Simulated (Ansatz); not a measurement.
Molecule: AlH2, charge 1, multiplicity 1. 
Coordinates optimised at B3LYP-D3(BJ)/def2-TZVP (Ansatz, a first-principles code):
```
Al
H 1 1.5491
H 1 1.5491 2 180.00
```
Charge +1, spin multiplicity 1.

Quantity: vertical ionisation energy (to the doublet state of charge +2; each state is the SCF solution reached for its spin; the UHF <S^2> is 0.89 for the doublet (pure: 0.75); for the doublet T1 is 0.049), in eV. Cores are frozen in the correlated levels unless marked. Open shells are spin-unrestricted. Spin-orbit coupling is left out. Non-relativistic. Basis-set limits of correlation are two-point, X^-3; Hartree-Fock from the larger set.

```json
[
 {"level": "r2SCAN/def2-TZVPD", "program": "Ansatz", "vertical ionisation energy (eV)": "[?]"},
 {"level": "PBE0/def2-TZVPD", "program": "Ansatz", "vertical ionisation energy (eV)": "[?]"},
 {"level": "wB97X-V/def2-TZVPD", "program": "Ansatz", "vertical ionisation energy (eV)": "19.27"},
 {"level": "CCSD/aug-cc-pV(D+d)Z", "program": "Ansatz", "vertical ionisation energy (eV)": "19.14"},
 {"level": "CCSD/def2-SVPD", "program": "Ansatz", "vertical ionisation energy (eV)": "19.14"},
 {"level": "CCSD/def2-TZVPPD", "program": "Ansatz", "vertical ionisation energy (eV)": "[?]"},
 {"level": "CCSD/aug-cc-pV(Q+d)Z", "program": "Ansatz", "vertical ionisation energy (eV)": "19.27"},
 {"level": "CCSD(T)/CBS(aug-cc-pV(T+d)Z,aug-cc-pV(Q+d)Z)", "program": "Ansatz", "vertical ionisation energy (eV)": "[?]"}
]
```

Q: Fill in the missing entries.

A: 
- r2SCAN/def2-TZVPD, vertical ionisation energy (eV): 18.96
- PBE0/def2-TZVPD, vertical ionisation energy (eV): 19.05
- CCSD/def2-TZVPPD, vertical ionisation energy (eV): 19.24
- CCSD(T)/CBS(aug-cc-pV(T+d)Z,aug-cc-pV(Q+d)Z), vertical ionisation energy (eV): 19.30
